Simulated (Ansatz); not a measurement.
Diborane 1,2-di Cl (B2H4Cl2). Charge 0, multiplicity 3. Geometry PBE0-D4/def2-SVP, that of the neutral singlet; atoms count from 1.

```csv
atom,x (Å),y (Å),z (Å)
B1,-0.627,-0.627,-0.091
Cl2,-1.502,-1.227,1.326
H3,-0.868,-1.057,-1.186
H4,0.688,-0.706,0.126
B5,0.627,0.627,0.091
Cl6,1.502,1.227,-1.326
H7,0.868,1.056,1.186
H8,-0.688,0.706,-0.126
```

At PBE0-D4/def2-TZVP a singlet of charge 0 lies 5.89 eV below the triplet at the same geometry.

Problem. Estimate the Mulliken populations from the PBE0/def2-TZVP orbitals of Ansatz.

Solution. 
```
atom  charge (e)  spin (α − β)
  B1       -0.32          0.59
 Cl2       -0.01          0.34
  H3        0.11          0.09
  H4        0.20         -0.05
  B5       -0.32          0.59
 Cl6       -0.01          0.34
  H7        0.11          0.09
  H8        0.23          0.01
```
Mulliken values depend strongly on the basis.

Problem. Where does the spin sit?

Solution. Summed by element: B 1.18, Cl 0.68, H 0.15, of 2 unpaired in all. Largest on single atoms: B1 0.59, B5 0.59, Cl2 0.34.

Problem. And the Mayer bond orders between heavy atoms (over 0.3)?

Solution. B1–Cl2 1.10 (1.77 Å); B1–B5 0.55 (1.78 Å); B5–Cl6 1.10 (1.77 Å).
